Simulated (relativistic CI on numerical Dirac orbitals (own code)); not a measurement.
## Ru³⁺: L2,3 absorption edge

Computed with this model: Dirac-Coulomb-Breit CI, separate exchange-only KLI orbitals for each configuration, model QED (radiative potential, 1s self-energy scaled to tabulated hydrogen-like ionisation energies), valence Slater integrals scaled by 0.7, multiplet model of core-to-valence dipole absorption; configurations [Kr] 4d5 → [He] 2s2 2p5 3s2 3p6 3d10 4s2 4p6 4d6; 10 K; Lorentzian 2.4 eV and Gaussian 0.5 eV FWHM. Energies are those of the free ion, without screening or charge transfer. The branching ratio is the share of the lower-energy edge in the whole absorption, uncertain by about 0.02 where the edges overlap. S is read from ⟨S²⟩ = S(S + 1).

Field parameters in Wybourne normalisation: D3d B²₀ = −7Dσ, B⁴₀ = −14Dq − 21Dτ, B⁴₃ = −14√(10/7) Dq; D4h B²₀ = −7Ds, B⁴₀ = 21(Dq − Dt), B⁴₄ = 21√(5/14) Dq; Oh B⁴₀ = 21Dq, B⁴₄ = √(5/14) B⁴₀; Td as Oh with Dq negative (B⁴₀ = 21Dq, B⁴₄ = √(5/14) B⁴₀). The field is a parameter set, without covalency.

free ion: ground-state S = 2.49, centroid 2879.05 eV, branching ratio 0.719. Peaks (eV, height): 2842.8 (100), 2972.0 (38).

Td, 10Dq = -10400 cm⁻¹: ground-state S = 2.48, centroid 2877.90 eV, branching ratio 0.728. Peaks (eV, height): 2843.0 (100), 2972.2 (36).

D3d, 10Dq = 36950, Dσ = -900, Dτ = -110 cm⁻¹: ground-state S = 0.51, centroid 2876.43 eV, branching ratio 0.744. Peaks (eV, height): 2840.0 (35), 2844.0 (100), 2969.5 (10), 2973.0 (37).

D4h, 10Dq = 23750, Ds = 480, Dt = 70 cm⁻¹: ground-state S = 0.54, centroid 2868.74 eV, branching ratio 0.799. Peaks (eV, height): 2843.0 (100), 2972.0 (30).

Oh, 10Dq = 28100 cm⁻¹: ground-state S = 0.52, centroid 2869.52 eV, branching ratio 0.794. Peaks (eV, height): 2840.5 (43), 2843.2 (100), 2972.2 (32).

Td, 10Dq = -18600 cm⁻¹: ground-state S = 0.58, centroid 2871.30 eV, branching ratio 0.777. Peaks (eV, height): 2842.5 (100), 2971.2 (27).

The statistical ratio of this edge is 2/3 = 0.667. Values above it arise where the holes sit mainly in the j = l + 1/2 valence subshell or the ground state has high spin; values below it where core-valence Coulomb terms move weight to the upper edge, as in nearly empty shells. At deep edges of heavy elements the radial integrals of the two core levels differ, which raises the baseline.

Strongest unbroadened transitions for Oh, 10Dq = 28100 cm⁻¹:

| Energy (eV) | Relative strength |
| --- | --- |
| 2840.16 | 100.0 |
| 2842.97 | 46.5 |
| 2843.03 | 7.2 |
| 2843.09 | 67.7 |
| 2843.16 | 75.8 |
| 2843.26 | 30.0 |
| 2843.44 | 22.3 |
| 2843.56 | 28.5 |
| 2843.77 | 32.6 |
| 2844.61 | 22.9 |
| 2844.64 | 20.4 |
| 2844.71 | 6.4 |
| 2972.02 | 21.1 |
| 2972.17 | 30.1 |
| 2972.44 | 7.6 |
| 2972.55 | 25.4 |
| 2972.69 | 23.9 |
| 2973.85 | 8.1 |
